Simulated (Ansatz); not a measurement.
Basis-set series for C3H5ClGe (`Cl[C]1=C[CH2][GeH2]1`). Total charge 0; spin multiplicity 1. All single points use the PBE0-D4/def2-TZVP geometry.

```xyz
10

Cl   -0.569   -1.595   -2.402
C    -0.237   -0.659   -1.010
C     0.006    0.656   -0.950
C     0.242    1.023    0.497
Ge   -0.052   -0.898    0.918
H     0.031    1.352   -1.787
H     1.243    1.405    0.705
H    -0.495    1.715    0.910
H     1.149   -1.720    1.413
H    -1.318   -1.279    1.704
```

| functional | basis | functions | energy (Eh) | HOMO (eV) | LUMO (eV) |
| --- | --- | --- | --- | --- | --- |
| PBE0-D4 | def2-SVP | 117 | -2653.43958 | -7.12 | -0.06 |
| PBE0-D4 | def2-TZVPP | 253 | -2653.98852 | -7.21 | -0.24 |
| ωB97M-V | def2-SVP | 117 | -2653.78867 | -9.23 | 2.14 |
| ωB97M-V | def2-TZVPP | 253 | -2654.34057 | -9.35 | 1.80 |

Give the rows for def2-QZVPP. (Estimate.)

Computed: 
| functional | basis | functions | energy (Eh) | HOMO (eV) | LUMO (eV) |
| --- | --- | --- | --- | --- | --- |
| PBE0-D4 | def2-QZVPP | 480 | -2654.05300 | -7.23 | -0.30 |
| ωB97M-V | def2-QZVPP | 480 | -2654.40300 | -9.38 | 1.24 |

Positive LUMOs are unbound and depend on the basis. Scalar relativity is left out up to krypton.
